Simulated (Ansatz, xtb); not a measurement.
**C5H7BO: which of two isomers lies lower**

Structure X is `COC1=CBC=C1`, a singlet and structure Y is `COB1C=CC=C1`, a singlet. Both are isolated molecules in the gas phase, relaxed with B3LYP-D3(BJ)/def2-SVP; the shapes shown needn't be the lowest conformers.

X (Å):

```xyz
14

C    -0.8235   -0.6260    2.7657
C     0.0329   -0.7692    0.5802
C     0.7756    0.3779    0.5759
C     0.8981   -0.8902   -1.5919
C     0.1044   -1.5351   -0.7234
B     1.4151    0.4266   -0.8243
O    -0.7278   -1.3110    1.5256
H    -1.4867   -1.2209    3.4057
H    -1.2464    0.3819    2.6219
H     0.1688   -0.5341    3.2372
H     0.8546    1.0653    1.4163
H     2.1531    1.2692   -1.2708
H     1.1046   -1.2497   -2.6020
H    -0.4446   -2.4720   -0.8526
```

Y (Å):

```xyz
14

C    -1.4426    2.2568    1.8405
C    -0.3411    1.4328   -1.0180
C     0.0827    0.5428   -1.9388
C     0.0607   -0.8743   -1.4275
C    -0.3794   -0.9460   -0.1562
B    -0.6944    0.5530    0.2622
O    -1.1610    0.9226    1.4672
H    -2.5051    2.3360    2.1200
H    -1.2302    2.9693    1.0282
H    -0.8335    2.5209    2.7194
H    -0.3931    2.5060   -1.2110
H     0.4146    0.7787   -2.9554
H     0.3758   -1.7138   -2.0555
H    -0.4744   -1.8756    0.4076
```

Quicker runs give these differences E(Y) − E(X): GFN2-xTB −0.928 eV; HF/STO-3G −1.652 eV (at GFN2-xTB geometries); r2SCAN-D4/def2-SVP −1.559 eV (at GFN2-xTB geometries).

Question: Estimate E(Y) − E(X) at the level CCSD(T)/def2-SVP + ΔMP2/def2-TZVPP.

Answer: Calculated at CCSD(T)/def2-SVP + ΔMP2/def2-TZVPP: E(Y) − E(X) = −1.644 eV, so structure Y lies lower.

How the difference moves with the method:

```tsv
level	geometry	E(Y) − E(X) (eV)	departure from the last row (eV)	job, with rough time for the two
GFN2-xTB	GFN2-xTB	−0.928	+0.716	optimisation, 0.19 s
HF/STO-3G	GFN2-xTB	−1.652	−0.007	single point, 0.44 s
r2SCAN-D4/def2-SVP	GFN2-xTB	−1.559	+0.085	single point, 3.5 s
B3LYP-D3(BJ)/def2-SVP	B3LYP-D3(BJ)/def2-SVP	−1.608	+0.036	optimisation, 31 s
HF/def2-SVP	B3LYP-D3(BJ)/def2-SVP	−1.648	−0.004	part of the CCSD(T) run
MP2/def2-SVP	B3LYP-D3(BJ)/def2-SVP	−1.700	−0.055	part of the CCSD(T) run
CCSD(T)/def2-SVP	B3LYP-D3(BJ)/def2-SVP	−1.706	−0.061	single point
CCSD(T)/def2-SVP + ΔMP2/def2-TZVPP	B3LYP-D3(BJ)/def2-SVP	−1.644		single point, 56 s
```

As drawn, Y has 1 B–O, 1 C–H in place of 1 C–O, 1 B–H.

None of the levels shown reverses the order. The largest departure from CCSD(T)/def2-SVP + ΔMP2/def2-TZVPP is that of GFN2-xTB, 0.716 eV. The last row adds to CCSD(T) the change of the MP2 difference between the two basis sets, here +0.061 eV.

With thermal terms from frequencies at re-optimised GFN2-xTB minima (ideal gas, soft modes damped towards free rotors, one conformer each, 298.15 K, 1 atm): on the last row, ΔE + ΔZPE = −1.595, ΔH = −1.593, ΔG = −1.610 eV.

The correlated steps freeze 7 core orbitals. Codes used: Ansatz 0.2.0, xtb 6.7.1; the last row on 2 threads of Intel(R) Xeon(R) 6975P-C (Granite Rapids) on a shared host.
